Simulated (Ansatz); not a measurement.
Be₂Br₂⁺. Charge 1, multiplicity 2. Geometry PBE-D4/def2-TZVP, basis def2-TZVP, Ansatz.

```xyz
4

Be    0.3690   -0.3384   -1.1577
Be   -0.3846    0.3506    1.1488
Br   -0.9513    0.8543    2.8946
Br    0.9670   -0.8665   -2.8857
```

```tsv
run	HOMO (eV)	LUMO (eV)
A	-12.88	-11.17
B	-12.60	-11.60
C	-12.39	-11.48
D	-15.10	-10.13
E	-13.81	-10.93
```

Another isomer (doublet) lies 0.68 eV lower at PBE0-D4/def2-TZVP; other spin states weren't run for this one.

HOMO and LUMO are taken over both spins.

The runs used BLYP, CAM-B3LYP, PBE, PBE0, r2SCAN. Estimate which is which.

A r2SCAN (0 % exact exchange); B PBE (0 % exact exchange); C BLYP (0 % exact exchange); D CAM-B3LYP (range-separated); E PBE0 (25 % exact exchange). Exact exchange lowers occupied and raises empty levels; among semilocal functionals meta-GGAs tend to open the gap a little, and such runs are hard to tell apart. The gap grows from 0.91 eV (BLYP) to 4.97 eV (CAM-B3LYP).
